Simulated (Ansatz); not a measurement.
System: Si₅H₁₂ (charge 0, singlet). 
Structure (B3LYP-D3(BJ)/def2-TZVP (Ansatz, a program for electronic structure) minimum search):
```
Si
H 1 1.4883
Si 1 2.3426 2 109.52
H 3 1.4832 1 110.72 2 62.05
H 3 1.4833 4 108.62 1 -119.67
H 3 1.4836 4 108.77 5 -118.05
Si 1 2.3435 2 108.82 3 -120.67
H 7 1.4829 1 110.56 2 -55.03
H 7 1.4833 8 108.77 1 -122.17
H 7 1.4834 8 108.55 9 -118.00
Si 1 2.3440 2 108.71 7 -118.53
H 11 1.4858 1 110.27 2 -56.15
H 11 1.4860 12 108.00 1 118.49
Si 11 2.3434 12 110.35 13 119.54
H 14 1.4830 11 109.27 12 -175.81
H 14 1.4832 15 108.49 8 64.51
H 14 1.4833 15 108.76 16 118.17
```

Property: atomisation energy (electronic, to ground-state atoms), in kcal/mol. Correlated levels leave the core frozen unless marked. Open shells are spin-unrestricted. No spin-orbit coupling. Non-relativistic. The coupled-cluster limit lacks core correlation, which all-electron functionals hold. Basis-set limits of correlation are two-point, X^-3; Hartree-Fock from the larger set.

```tsv
level	program	atomisation energy (kcal/mol)	minus last row
BHLYP-D4/def2-TZVPD	Ansatz + dftd4	1169.1	-9.4
RI-MP2/cc-pV(T+d)Z	Ansatz	1125.6	-52.9
RI-MP2/CBS(cc-pV(T+d)Z,cc-pV(Q+d)Z)	Ansatz	1158.7	-19.8
SCS-MP2/6-31G*	Ansatz	1015.1	-163.4
CCSD/aug-cc-pV(T+d)Z	Ansatz	1141.8	-36.7
CCSD(T)/6-31G*	Ansatz	1026.7	-151.8
CCSD(T)/CBS(cc-pV(T+d)Z,cc-pV(Q+d)Z)	Ansatz	1178.5	0.0
```
